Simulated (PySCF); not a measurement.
A calculated (M06-L, PySCF 2.14, def2-TZVP, no relativity, point nucleus) atom or ion has these occupied shells.

```json
{"shell": "1s", "electrons": "2", "orbital energy (eV)": "-3121.5", "rms radius, mean of both spins (bohr)": "0.0999"}
{"shell": "2s", "electrons": "2", "orbital energy (eV)": "-301.39", "rms radius, mean of both spins (bohr)": "0.450"}
{"shell": "2p", "electrons": "6", "orbital energy (eV)": "-233.23", "rms radius, mean of both spins (bohr)": "0.419"}
{"shell": "3s", "electrons": "2", "orbital energy (eV)": "-25.313", "rms radius, mean of both spins (bohr)": "1.53"}
{"shell": "3p", "electrons": "6", "orbital energy (eV)": "-10.638", "rms radius, mean of both spins (bohr)": "1.81"}
```

**Question.** Name the element and its charge.

**Answer.** Ar (argon, neutral), in [Ar], closed-shell 1S.
